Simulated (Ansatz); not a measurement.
`C[S][Zn][Br]`, charge 0, multiplicity 1.

(1) Give a relaxed structure at PBE0-D4/def2-TZVP (the Gaussian-basis code of Ansatz). (Best estimate.)

## Answers

(1) Computed: 
```xyz
7

C     0.611   -1.036    0.195
S    -0.887   -0.329    0.960
Zn   -1.109    1.526   -0.114
Br   -1.353    3.455   -1.222
H     0.469   -1.230   -0.867
H     1.482   -0.400    0.346
H     0.785   -1.986    0.701
```
Point group Cs.
